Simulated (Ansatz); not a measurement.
Ansatz results at the PBE0-D4/def2-TZVP geometry: HOMO energy (ωB97M-V/def2-TZVPP) -10.56 eV; zero-point energy (PBE0-D4/def2-TZVP) 80.2 kJ/mol; size of the dipole moment (ωB97M-V/def2-TZVPP) 1.76 D.

Q: Which molecule gave them?
A. `FC(F)Cl`
B. `FCBr`
C. `CCl`
D. `CC(Cl)I`

A: B. The others give `CCl`: -10.74, 99.3, 1.88; `FC(F)Cl`: -11.93, 61.8, 1.41; `CC(Cl)I`: -9.67, 148.4, 1.84.
